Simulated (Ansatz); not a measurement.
C₇H₂₀BN⁺, that is B(NH2tBu)Me3 with one electron fewer. Total charge 1; doublet. Geometry r2SCAN-D4/def2-SVP, that of the neutral singlet; atoms count from 1.

```csv
atom,x (Å),y (Å),z (Å)
B1,-0.518,1.210,-0.651
N2,-0.103,0.211,0.682
C3,0.499,-1.169,0.716
C4,0.678,-1.551,2.191
C5,-0.452,-2.151,0.037
C6,1.854,-1.147,0.014
H7,0.506,0.825,1.233
H8,-0.978,0.177,1.216
H9,1.352,-0.848,2.707
H10,1.114,-2.558,2.278
H11,-0.289,-1.557,2.722
H12,-1.453,-2.126,0.499
H13,-0.565,-1.925,-1.031
H14,-0.058,-3.174,0.139
H15,1.745,-0.927,-1.056
H16,2.521,-0.388,0.453
H17,2.339,-2.129,0.123
C18,-1.651,0.474,-1.546
H19,-2.489,0.049,-0.959
H20,-1.274,-0.325,-2.208
H21,-2.106,1.228,-2.214
C22,0.828,1.602,-1.466
H23,0.595,2.459,-2.123
H24,1.217,0.812,-2.133
H25,1.667,1.934,-0.825
C26,-1.124,2.491,0.159
H27,-0.391,2.989,0.826
H28,-2.015,2.253,0.775
H29,-1.450,3.261,-0.560
```

Q: Estimate the Mulliken populations from the PBE0/def2-TZVP orbitals of Ansatz.

A: 
```csv
atom,charge (e),spin (α − β)
B1,-0.17,0.18
N2,-0.19,0.00
C3,-0.05,0.01
C4,-0.36,0.00
C5,-0.34,0.00
C6,-0.33,0.00
H7,0.27,0.00
H8,0.27,0.00
H9,0.15,0.00
H10,0.17,0.00
H11,0.15,0.00
H12,0.14,0.00
H13,0.13,0.00
H14,0.17,0.00
H15,0.13,0.00
H16,0.14,0.00
H17,0.17,0.00
C18,-0.39,0.10
H19,0.16,0.00
H20,0.19,0.06
H21,0.18,0.00
C22,-0.38,0.12
H23,0.18,-0.01
H24,0.19,0.06
H25,0.16,0.00
C26,-0.33,0.44
H27,0.20,0.01
H28,0.20,0.01
H29,0.21,-0.01
```
Mulliken values and Mayer orders depend strongly on the basis.

Q: Where does the spin sit?

A: Summed by element: B 0.18, N 0.00, C 0.69, H 0.14, of 1 unpaired in all. Largest on single atoms: C26 0.44, B1 0.18, C22 0.12.

Q: And the Mayer bond orders between bonded heavy atoms (over 0.3)?

A: B1–N2 0.71 (1.72 Å); B1–C18 1.06 (1.62 Å); B1–C22 1.05 (1.62 Å); B1–C26 0.76 (1.63 Å); N2–C3 0.81 (1.51 Å); C3–C4 1.03 (1.53 Å); C3–C5 1.03 (1.53 Å); C3–C6 1.03 (1.53 Å).
